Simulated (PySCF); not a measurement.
C3H5, SMILES C=[C]C (connectivity only; charge and spin as stated), charge +1, multiplicity 1. Atoms are numbered in the order given.

```xyz
8

C      0.0045     1.3744     0.0000
C     -0.0303     0.1069     0.0000
C     -0.0175    -1.2972     0.0000
H     -0.9247     1.9528     0.0000
H      0.9495     1.9241     0.0000
H      1.0767    -1.5175     0.0000
H     -0.4212    -1.7321    -0.9194
H     -0.4212    -1.7321     0.9194
```
Charge +1, spin multiplicity 1.

Coordinates come from a TPSSh-D3(BJ)/def2-TZVP optimisation. The spin state was assumed, not searched. The isomer is the one that the SMILES or the coordinates give; other isomers of the formula were not compared.

The numbers are results of PySCF with PBE0/pcSseg-2, not measurements.

GIAO shieldings, no solvent; atoms listed in one row are averaged. δ = σ(ref) − σ: ¹³C against TMS (σ = 186.1 ppm); ¹H against TMS (σ = 31.54 ppm), references at their B3LYP-D3(BJ)/def2-TZVP geometries, non-relativistic.

Question: Estimate the chemical shifts. (An estimate is asked for; the answer gives what the named calculation found.)

Answer: 
```json
[
 {"nucleus": "¹³C", "atoms": "C2", "count": "1", "δ (ppm)": "342.5"},
 {"nucleus": "¹³C", "atoms": "C1", "count": "1", "δ (ppm)": "72.9"},
 {"nucleus": "¹³C", "atoms": "C3", "count": "1", "δ (ppm)": "31.4"},
 {"nucleus": "¹H", "atoms": "H4", "count": "1", "δ (ppm)": "7.78"},
 {"nucleus": "¹H", "atoms": "H5", "count": "1", "δ (ppm)": "7.69"},
 {"nucleus": "¹H", "atoms": "H6, H7, H8", "count": "3", "δ (ppm)": "4.79"}
]
```
